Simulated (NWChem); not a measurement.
System: bromotrifluoromethane (CBrF₃); SMILES FC(F)(F)Br

NWChem printed, in part:

```
             Northwest Computational Chemistry Package (NWChem) 7.3.0
             --------------------------------------------------------

 C3V symmetry detected

                             Geometry "geometry" -> ""
                             -------------------------

 Output coordinates in angstroms (scale by  1.889725989 to convert to a.u.)

  No.       Tag          Charge          X              Y              Z
 ---- ---------------- ---------- -------------- -------------- --------------
    1 F                    9.0000     0.87568163     0.87568163    -1.26555837
    2 C                    6.0000     0.00000000    -0.00000000    -0.81511937
    3 F                    9.0000     0.32052172    -1.19620335    -1.26555837
    4 F                    9.0000    -1.19620335     0.32052172    -1.26555837
    5 Br                  35.0000     0.00000000     0.00000000     1.11602263

 Effective nuclear repulsion energy (a.u.)     368.8424817979

      Symmetry information
      --------------------

 Group name             C3v
 Group number             17
 Group order               6
 No. of unique centers     3

                                Z-matrix (autoz)
                                --------

 Units are Angstrom for bonds and degrees for angles

      Type          Name      I     J     K     L     M      Value
      ----------- --------  ----- ----- ----- ----- ----- ----------
    1 Stretch                  1     2                       1.31778
    2 Stretch                  2     3                       1.31778
    3 Stretch                  2     4                       1.31778
    4 Stretch                  2     5                       1.93114
    5 Bend                     1     2     3               108.94988
    6 Bend                     1     2     4               108.94988
    7 Bend                     1     2     5               109.98766
    8 Bend                     3     2     4               108.94988
    9 Bend                     3     2     5               109.98766
   10 Bend                     4     2     5               109.98766

                           NWChem Geometry Optimization
                           ----------------------------

[...]

      ----------------------
      Optimization converged
      ----------------------

  Step       Energy      Delta E   Gmax     Grms     Xrms     Xmax
  ---- ---------------- -------- -------- -------- -------- --------
@    4   -2911.48882745 -1.4D-08  0.00000  0.00000  0.00008  0.00025
                                     ok       ok       ok       ok

                                Z-matrix (autoz)
                                --------

 Units are Angstrom for bonds and degrees for angles

      Type          Name      I     J     K     L     M      Value     Gradient
      ----------- --------  ----- ----- ----- ----- ----- ---------- ----------
    1 Stretch                  1     2                       1.33004   -0.00000
    2 Stretch                  2     3                       1.33004   -0.00000
    3 Stretch                  2     4                       1.33004   -0.00000
    4 Stretch                  2     5                       1.95708   -0.00000
    5 Bend                     1     2     3               109.08903   -0.00000
    6 Bend                     1     2     4               109.08903   -0.00000
    7 Bend                     1     2     5               109.85076    0.00000
    8 Bend                     3     2     4               109.08903   -0.00000
    9 Bend                     3     2     5               109.85076    0.00000
   10 Bend                     4     2     5               109.85076    0.00000

                         Geometry "geometry" -> "geometry"
                         ---------------------------------

 Output coordinates in angstroms (scale by  1.889725989 to convert to a.u.)

[...]

 Rotational Constants
 --------------------
 A=   0.188991 cm-1  (  0.271911 K)
 B=   0.068065 cm-1  (  0.097929 K)
 C=   0.068065 cm-1  (  0.097929 K)

 Temperature                      =   298.15K
 frequency scaling parameter      =   1.0000

 Zero-Point correction to Energy  =    9.089 kcal/mol  (  0.014485 au)
 Thermal correction to Energy     =   11.974 kcal/mol  (  0.019082 au)
 Thermal correction to Enthalpy   =   12.566 kcal/mol  (  0.020025 au)

 Total Entropy                    =   71.325 cal/mol-K
   - Translational                =   40.887 cal/mol-K (mol. weight = 148.9117)
   - Rotational                   =   24.819 cal/mol-K (symmetry #  =        3)
   - Vibrational                  =    5.620 cal/mol-K

 Cv (constant volume heat capacity) =   14.613 cal/mol-K
   - Translational                  =    2.979 cal/mol-K
   - Rotational                     =    2.979 cal/mol-K
   - Vibrational                    =    8.654 cal/mol-K

[normal modes left out]

 ----------------------------------------------------------------------------
 Normal Eigenvalue ||           Projected Infra Red Intensities
  Mode   [cm**-1]  || [atomic units] [(debye/angs)**2] [(KM/mol)] [arbitrary]
 ------ ---------- || -------------- ----------------- ---------- -----------
    1       -0.000 ||    0.000000           0.000         0.000       0.000
    2       -0.000 ||    0.000000           0.000         0.000       0.000
    3       -0.000 ||    0.000000           0.000         0.000       0.000
    4       -0.000 ||    0.000000           0.000         0.000       0.000
    5        0.000 ||    0.000000           0.000         0.000       0.000
    6        0.000 ||    0.000000           0.000         0.000       0.000
    7      297.118 ||    0.000047           0.001         0.046       0.006
    8      297.124 ||    0.000047           0.001         0.046       0.006
    9      333.395 ||    0.001226           0.028         1.195       0.159
   10      539.938 ||    0.001942           0.045         1.893       0.252
   11      539.942 ||    0.001942           0.045         1.893       0.252
   12      751.492 ||    0.062431           1.440        60.861       8.111
   13     1082.946 ||    0.534468          12.331       521.026      69.437
   14     1259.535 ||    0.276233           6.373       269.285      35.888
   15     1259.537 ||    0.276233           6.373       269.285      35.888
 ----------------------------------------------------------------------------
```

Level: B3LYP/6-31G* (spherical d). This build's default masses of Se (78.918 u) and Br (79.917 u) are each other's, which moves their modes by up to 0.6 %.

Question: Write an input that gives this output.

Answer: One answer among several that fit: the input that was run:
```
start job
memory heap 200 mb stack 900 mb global 1100 mb
geometry units angstroms
  F      0.875682     0.875682    -1.268664
  C      0.000000     0.000000    -0.818225
  F      0.320522    -1.196203    -1.268664
  F     -1.196203     0.320522    -1.268664
  Br     0.000000     0.000000     1.112917
end
basis spherical
  F library 6-31g*
  C library 6-31g*
  Br library 6-31g*
end
dft
  xc b3lyp
  iterations 150
end
driver
  maxiter 120
end
task dft optimize
task dft freq
```
